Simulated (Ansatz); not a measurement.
Consider the redistribution: `O[SiH2]S[SiH](Cl)Cl` + `F[Si](F)(Cl)[SiH2]Cl` → `F[Si](F)(Cl)[SiH](Cl)Cl` + `O[SiH2]S[SiH2]Cl`.

Isolated molecules relaxed with PBE0-D4/def2-TZVP in Ansatz; ΔE leaves out vibrations. CCSD(T)/CBS is the MP2 limit (def2-TZVPP, def2-QZVPP) plus CCSD(T) − MP2 in def2-TZVPP, frozen cores. This one scheme is used for every species. Functionals use def2-TZVPP. B3LYP here is the variant with VWN-RPA as its local correlation; programs differ in this. Each species was taken in one conformer, which may not be the lowest.

`O[SiH2]S[SiH](Cl)Cl`:

Z-matrix (Å, degrees):
```
Si
S 1 2.156
O 1 1.633 2 112.9
H 1 1.486 2 106.7 3 -123.6
H 1 1.475 2 106.1 3 116.5
Si 2 2.103 1 96.4 3 88.5
H 3 0.960 1 116.9 2 -60.0
Cl 6 2.060 2 111.2 1 -53.7
Cl 6 2.035 2 108.1 1 -173.0
H 6 1.473 2 113.6 1 66.0
```

`F[Si](F)(Cl)[SiH2]Cl`:

Z-matrix (Å, degrees):
```
Si
F 1 1.585
Cl 1 2.028 2 108.3
F 1 1.583 2 106.8 3 -116.3
Si 1 2.336 2 110.5 3 122.6
Cl 5 2.051 1 107.3 2 -178.1
H 5 1.482 1 109.8 2 -59.5
H 5 1.482 1 110.8 2 62.7
```

`F[Si](F)(Cl)[SiH](Cl)Cl`:

Cartesian coordinates in Å:
```
F 1.524 -1.739 -0.158
Si 0.987 -0.400 0.492
F 2.180 0.638 0.458
Cl 0.495 -0.764 2.420
Si -0.850 0.416 -0.700
Cl -2.320 -0.996 -0.599
Cl -1.450 2.142 0.208
H -0.567 0.703 -2.122
```

`O[SiH2]S[SiH2]Cl`:

```xyz
10

O    -0.968    0.153    1.578
Si   -0.427   -1.216    0.860
S    -0.196   -0.974   -1.258
Si    0.855    0.868   -1.214
Cl   -0.430    2.470   -1.067
H    -1.683    0.636    1.160
H     0.869   -1.505    1.508
H    -1.362   -2.361    0.985
H     1.573    1.002   -2.499
H     1.769    0.927   -0.053
```

| level | ΔE (kcal/mol) | difference from CCSD(T)/CBS |
| --- | --- | --- |
| PBE-D4 | 1.2 | -0.1 |
| r2SCAN-D4 | 1.1 | -0.2 |
| PBE0-D4 | 1.1 | -0.2 |
| B3LYP-D4 | 0.7 | -0.6 |
| ωB97X-V | 1.0 | -0.3 |
| ωB97M-V | 1.2 | -0.1 |
| B2PLYP | 1.0 | -0.3 |
| PBE | 1.3 | 0.0 |
| r2SCAN | 1.1 | -0.2 |
| PBE0 | 1.2 | -0.1 |
| B3LYP | 0.8 | -0.5 |
| HF/def2-TZVPP | 0.2 | -1.1 |
| MP2/def2-TZVPP | 1.3 | 0.0 |
| SCS-MP2/def2-TZVPP | 1.0 | -0.3 |
| CCSD/def2-TZVPP | 1.0 | -0.3 |
| CCSD(T)/def2-TZVPP | 1.2 | -0.1 |
| HF/def2-QZVPP | 0.2 | -1.1 |
| MP2/def2-QZVPP | 1.4 | 0.1 |
| SCS-MP2/def2-QZVPP | 1.1 | -0.2 |
| HF/CBS(def2) | 0.2 | -1.1 |
| MP2/CBS(def2) | 1.4 | 0.1 |
| CCSD/CBS(def2) | 1.1 | -0.2 |
| CCSD(T)/CBS | 1.3 | 0 |

Largest T1 diagnostic among the species: 0.011.

In def2-TZVPP, CCSD(T) changes the Hartree–Fock value by +1.0 kcal/mol (the triples alone add +0.2 kcal/mol) and MP2 by +1.1 kcal/mol.
